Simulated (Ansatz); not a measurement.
One elementary step

Start structure (CH9GeN, singlet), relaxed at PBE0-D4/def2-TZVP:

Ge1  (0.836, -0.724, -1.375)
N2  (1.675, 0.384, -0.161)
H3  (1.775, -1.298, -2.462)
H4  (0.232, -1.886, -0.574)
H5  (-0.260, 0.109, -2.054)
H6  (-0.692, 0.669, 1.182)
C7  (-1.745, 0.457, 1.367)
H8  (2.399, -0.077, 0.373)
H9  (2.077, 1.212, -0.581)
H10  (-2.130, 1.136, 2.128)
H11  (-1.855, -0.571, 1.712)
H12  (-2.312, 0.591, 0.446)
(Å)

The step: GeNH₅ ([NH2][GeH3]) + CH₄ → CH₆Ge ([CH3][GeH3]) + NH₃; bonds formed: Ge1–C7, N2–H6; bonds broken: Ge1–N2, H6–C7. Ansatz 0.2.0; basis: def2-TZVPP and def2-QZVPP; cores frozen in the correlated methods. Filled d shells of the heavier atoms are correlated. The def2 sets are not built for correlating such inner shells, so the correlated values are less sure here. Extrapolation: Hartree–Fock as exp(−7.88 √X), correlation as X^−2.97. Energies below are by CCSD(T) at an estimated basis limit (MP2 extrapolated from triple and quadruple zeta, plus CCSD(T) − MP2 in triple zeta).

Task: What are the electronic barrier and the energy of the step, from the start structure to the end structure? (To be estimated.)

Result: By the calculation: Barrier 2.743 eV; step energy 0.084 eV (uphill); reverse barrier, their difference, 2.659 eV. Barrier and step energy count from the start structure, the reverse barrier from the end structure.

The saddle point: One imaginary mode of 1003i cm⁻¹.
| pair | start (Å) | saddle (Å) | end (Å) |
| --- | --- | --- | --- |
| Ge1–C7 | 3.95 | 2.51 | 1.95 |
| N2–H6 | 2.74 | 1.14 | 1.01 |
| Ge1–N2 | 1.84 | 2.00 | 3.49 |
| H6–C7 | 1.09 | 1.62 | 4.20 |

Zero-point energy (harmonic, PBE0-D4): ZPE is 2.574 eV at the start and 2.496 eV at the saddle, so the barrier goes from 2.743 to 2.665 eV.

The T1 diagnostic stays at or below 0.012.

Labels in which every atom is bracketed show which atoms are joined, not bond orders.

For scale, one of the runs: CCSD(T)/def2-TZVPP, 236 basis functions (an equivalent command: `ansatz run in.yaml --threads 4`). Hardware: 4 CPU threads, shared host. Wall time 2.2 min; peak host memory 4.4 GiB.
